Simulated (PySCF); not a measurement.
An unknown shows these calculated signals:

$^{1}$H NMR (400 MHz, computed): δ 7.47 (m, 1H), 7.26 (m, 1H), 4.87 (s, 3H), 2.79 (s, 3H).

$^{13}$C{$^{1}$H} NMR (computed): δ 136.3 (CH), 128.5 (CH), 127.1 (C), 47.9 (CH3).

Equivalent nuclei averaged, no relativistic terms, one conformer, gas phase. Geometry from PBE0-D3(BJ)/def2-SVP; σ from GIAO-KT3/pcSseg-1; PySCF 2.14.

Shifts are taken against calculated references (same method and geometry level): TMS for $^{1}$H, $^{13}$C.

Question: Which of these does the molecule contain: an OH group, an N-methyl group, a heteroaromatic ring, a non-aromatic C=C double bond, an S-methyl group, a Si–H bond?

Answer: 
- An OH group: no.
- An N-methyl group: no.
- A heteroaromatic ring: yes.
- A non-aromatic C=C double bond: no.
- An S-methyl group: yes (δC 47.9; δH 2.79 (s)).
- A Si–H bond: yes (δH 4.87 (s)).

The data belong to SMILES CS(=O)(=O)c1cncn1[SiH3], C4H8N2O2SSi; they needn't prove each group on their own.

Carbon signals by region: 3 in the sp2 and nitrile region (100–160 ppm), 1 below 50 ppm.

Shifts are as computed, not scaled to solution data. Of 1309 compounds with measured shifts, 239 miss one by over three times the rms of a fit or turn the order of signals round; such compounds aren't used in these exercises. Multiplicities follow the n + 1 count of equivalent neighbours, as no J values were calculated; m marks all less simple cases, F and P coupling included.
